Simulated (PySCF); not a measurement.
## IrO2: one-bond stretch

Computed with PySCF, Ur2SCAN, basis Ir def2-TZVP with ECP60, O def2-TZVP (scalar-relativistic core potentials, no spin–orbit coupling, density fitting).

Rigid scan from the quartet minimum (Ir–O 1.724 Å (×2); O–Ir–O 117.5°). Coordinate: the bond from Ir to the last atom (O) scaled, the rest fixed. Energies in kJ/mol from the minimum.

```csv
scale of one bond,E (kJ/mol),dipole size (D),⟨S²⟩
0.92,56.0,2.31,3.77
0.96,12.2,2.45,3.77
1.00,0.0,2.59,3.77
1.05,14.2,2.74,3.77
1.12,65.3,2.90,3.78
1.20,141.5,2.96,3.79
1.35,276.0,2.85,3.85
1.55,402.3,–,4.10
1.80,482.3,–,4.34
2.20,516.7,–,4.48
```

Spin contamination is strong at 1.55, 1.80, 2.20, so these points are less reliable.

Open d and f shells are described by one determinant, and the ground state may have another occupation or spin. No spin–orbit coupling is included, which matters more the heavier the element.

Other isomers or separated fragments may lie lower.

The scan took roughly 4 core-minutes on a shared host.
